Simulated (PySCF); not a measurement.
## Spectroscopy problems

How the numbers were obtained: PBE0/pcSseg-1 with gauge-including orbitals, geometry: GFN2-xTB, couplings computed with B3LYP/pcJ-1, in PySCF 2.14.0 with density-fitted response routines (non-relativistic Hamiltonian, single conformer, equivalent nuclei averaged, in vacuum).

Scale: 1H, 13C against TMS (reference shieldings calculated alike). Multiplet labels drop J under 1 Hz and among equivalent protons, and merge close values. Unscaled 3J(H,H) run several per cent high. Splittings of carbon signals by F and P are missing where no couplings were computed. Where no couplings were computed, multiplicities follow the n + 1 count of equivalent neighbours, and m marks all less simple cases (inequivalent or close neighbours, rings, F or P nearby). Vicinal couplings that depend on rotamer populations or ring flexing (ring, CH–CH, X–H and H–F types) are those of the one conformer. Acid and N–H amide carbonyl carbons lie up to 10 ppm further downfield in solution (hydrogen bonding). Shifts are as computed. Against solution values, carbons near 30 ppm lie about +3 ppm off and those near 130 ppm about +5 ppm. Of 1211 compounds with measured shifts, 218 miss one by over three times the rms of a fit or turn the order of signals round; such compounds aren't used in these exercises. Groups on amide-type nitrogens are kept apart (slow C–N rotation). OH and NH positions are gas-phase values without hydrogen bonding to other molecules.

**Question.** CH3NO. 1H NMR (500 MHz, computed): δ 8.11 (m, 1H), 4.65 (br, 1H), 4.59 (br, 1H). 13C{1H} NMR (computed): δ 159.7 (CH). What is it?

**Answer.** formamide (SMILES NC=O). The formula gives 1 degree of unsaturation (no ring in the answer). Carbon types of the structure: 1 × CH, leaving 2 H on heteroatoms. δC 159.7: amide carbonyl carbon; lone-pair donation from the attached heteroatom keeps it upfield of a ketone carbonyl. δH 8.11: hydrogen on an amide carbonyl carbon. δH 4.65, 4.59: hydrogen on an amide-type nitrogen; exchangeable; this is the value without hydrogen bonding to other molecules.

**Question.** C4H8F2O2. 1H NMR (600 MHz, computed): δ 5.06 (m, 2H), 3.80 (s, 6H). 13C{1H} NMR (computed): δ 115.1 (CH), 59.1 (CH3). Identify the compound.

**Answer.** SMILES CO[C@@H](F)[C@@H](F)OC. The formula gives 0 degrees of unsaturation. 2 carbon signals for 4 carbons: some carbons are equivalent by symmetry or fast rotation. Carbon types of the structure: 2 × CH, 2 × CH3, which accounts for all hydrogens. δC 115.1: sp3 CH bonded to F and O; 2 electronegative neighbours deshield it. δC 59.1: methyl carbon bonded to O; pulled downfield by the heteroatom. δH 5.06: hydrogen on an sp3 CH bonded to F and O; its carbon carries F and O, an electronegative neighbour. δH 3.80: hydrogen on a methyl carbon bonded to O; its carbon carries O, hence the downfield position.

The data come from this structure; uniqueness wasn't tested.
